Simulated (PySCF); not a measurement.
SMILES FC1=CC1=C1C=CC=C1, C$_{8}$H$_{5}$F

Molfile (atoms numbered from 1):
```
C8H5F
     RDKit          3D

 14 15  0  0  0  0  0  0  0  0999 V2000
    3.1878    0.4511    1.8760 F   0  0  0  0  0  0  0  0  0  0  0  0
    2.5738    0.2814    0.7541 C   0  0  0  0  0  0  0  0  0  0  0  0
    2.6641    0.1456   -0.5562 C   0  0  0  0  0  0  0  0  0  0  0  0
    1.3541    0.1149    0.0769 C   0  0  0  0  0  0  0  0  0  0  0  0
    0.0077    0.0015   -0.0024 C   0  0  0  0  0  0  0  0  0  0  0  0
   -0.9206    0.0509    1.1165 C   0  0  0  0  0  0  0  0  0  0  0  0
   -2.1787   -0.1012    0.6080 C   0  0  0  0  0  0  0  0  0  0  0  0
   -2.0906   -0.2502   -0.8335 C   0  0  0  0  0  0  0  0  0  0  0  0
   -0.7786   -0.1903   -1.2092 C   0  0  0  0  0  0  0  0  0  0  0  0
    3.2347    0.0877   -1.4795 H   0  0  0  0  0  0  0  0  0  0  0  0
   -0.6374    0.1855    2.1602 H   0  0  0  0  0  0  0  0  0  0  0  0
   -3.1057   -0.1107    1.1827 H   0  0  0  0  0  0  0  0  0  0  0  0
   -2.9424   -0.3877   -1.5009 H   0  0  0  0  0  0  0  0  0  0  0  0
   -0.3742   -0.2682   -2.2180 H   0  0  0  0  0  0  0  0  0  0  0  0
  1  2  1  0
  2  3  2  0
  3  4  1  0
  4  5  2  3
  5  6  1  0
  6  7  2  0
  7  8  1  0
  8  9  2  0
  4  2  1  0
  9  5  1  0
  3 10  1  0
  6 11  1  0
  7 12  1  0
  8 13  1  0
  9 14  1  0
M  END
```

Level of theory: TDDFT CAM-B3LYP/aug-cc-pVDZ excited states, vertical, gas phase (PySCF). Geometry: PBE0-D3(BJ)/def2-SVP.

Question: Give the one- and two-photon strengths of the lowest singlets.

Answer: δ for parallel linear polarisation; σ at the peak of a Lorentzian of half width 0.1 eV, single beam; Ω is circular over linear.
| state | E (eV) | f | photon λ (nm) | δ (au) | σ (GM) | Ω | main |
| --- | --- | --- | --- | --- | --- | --- | --- |
| S1 | 3.88 | 0.017 | 640 | 8.83 | 0.05 | 0.72 | HOMO→LUMO 0.89, HOMO→LUMO+2 0.09 |
| S2 | 4.42 | 0.245 | 560 | 177 | 1.27 | 1.08 | HOMO−1→LUMO 0.89 |
| S3 | 5.04 | 0.135 | 492 | 327 | 3.04 | 0.24 | HOMO−1→LUMO+2 0.51, HOMO→LUMO+2 0.34 |
| S4 | 5.11 | 0.000 | 485 | 180 | 1.72 | 1.50 | HOMO→LUMO+1 0.61, HOMO→LUMO+4 0.18 |
| S5 | 5.16 | 0.002 | 481 | 47.1 | 0.46 | 1.50 | HOMO−1→LUMO+1 0.74, HOMO−1→LUMO+3 0.12 |
| S6 | 5.22 | 0.273 | 475 | 41.9 | 0.42 | 0.59 | HOMO→LUMO+2 0.47, HOMO−1→LUMO+2 0.31 |

Among these, the strongest one-photon state is S6, the strongest two-photon state S3, with a dipole change of 4.4 D (relaxed, norm of the difference vector).
